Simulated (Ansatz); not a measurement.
H2S2, charge +1, doublet, geometry from GFN2-xTB (a state made from the parent by changing its charge; the spin is typed, not shown lowest), with bond 3-1 at 2.4 times its length; Ansatz (a quantum-chemistry and plane-wave program) with CASSCF(3,5)/STO-3G.

Ansatz was given this input:
Ansatz 0.2 input:
```yaml
crystal:
  periodic: [false, false, false]
  atoms:
    - {symbol: S, position_ang: [-0.80470039, -0.05668224, 0.59961715]}
    - {symbol: S, position_ang: [0.80470039, 0.05668224, -0.59961715]}
    - {symbol: H, position_ang: [-3.00429230, -0.12075516, -1.78494936]}
    - {symbol: H, position_ang: [1.72119702, 0.08337929, 0.39395223]}
basis:
  gaussian:
    orbitals: STO-3G
hamiltonian:
  xc: hf
total_charge: 1
correlation: {active_space: {window: {electrons: 3, orbitals: 5}}}
magnetization: {spin_polarized: false, initial_magnetization: 1}
```

Q: What does Ansatz print? Leave out banner, timings and long lists.

A: 
```
Functional definition: HF
213 factors; integrals over basis functions are off by at most 1.8e-5 eV
mean field evaluation 1: about -21411.7680 eV, gradient 1.2e1 eV
mean field evaluation 2: about -21411.7956 eV, gradient 1.2e1 eV
mean field evaluation 4: about -21418.1346 eV, gradient 4.6e0 eV
mean field evaluation 8: about -21412.5280 eV, gradient 6.5e0 eV
mean field evaluation 16: about -21411.7680 eV, gradient 1.2e1 eV
mean field evaluation 32: about -21418.4196 eV, gradient 1.2e0 eV
mean field evaluation 64: about -21414.9275 eV, gradient 2.5e-3 eV
mean field -21418.42790704 eV, -787.1127076520 hartree, gradient 8.1e-6 eV, S^2 0.750000; 6 other end points of the search recorded, 0 dependent functions left out
reference -21418.42790704 eV, -787.1127076520 hartree; 17, 16 occupied and 3, 4 virtual orbitals, 213 factors
state -21419.80896326 eV, -787.1634605318 hartree
Total energy: -21419.80896326 eV, -787.1634605318 hartree
```
